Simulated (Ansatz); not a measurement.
`C/C=C(\F)SC` + `N[SiH2]CCl` → `CN[SiH2]CCl` + `C=C(F)SC`  (substitution at a C–C bond)

Computed with Ansatz on PBE0-D4/def2-TZVP structures; ΔE is electronic, products minus reactants. CBS: MP2 limit from def2 TZ/QZ plus the TZ coupled-cluster correction, frozen cores. DFT in def2-TZVPP. One conformer a species, not always the lowest.

(1) Is it downhill or uphill in electronic energy at CCSD(T)/CBS, and by how much? (Estimate.)

(2) What do these levels give: ωB97X-V, ωB97M-V, PBE, HF/def2-TZVPP, MP2/def2-QZVPP, SCS-MP2/def2-QZVPP? (Best estimate.)

Largest T1 diagnostic among the species: 0.012.

Answers

(1) Ansatz gave: Uphill: ΔE = +12.2 kcal/mol.

(2) The calculation gave: ωB97X-V 11.5, ωB97M-V 11.9, PBE 12.0, HF/def2-TZVPP 11.2, MP2/def2-QZVPP 12.8, SCS-MP2/def2-QZVPP 12.1 kcal/mol.
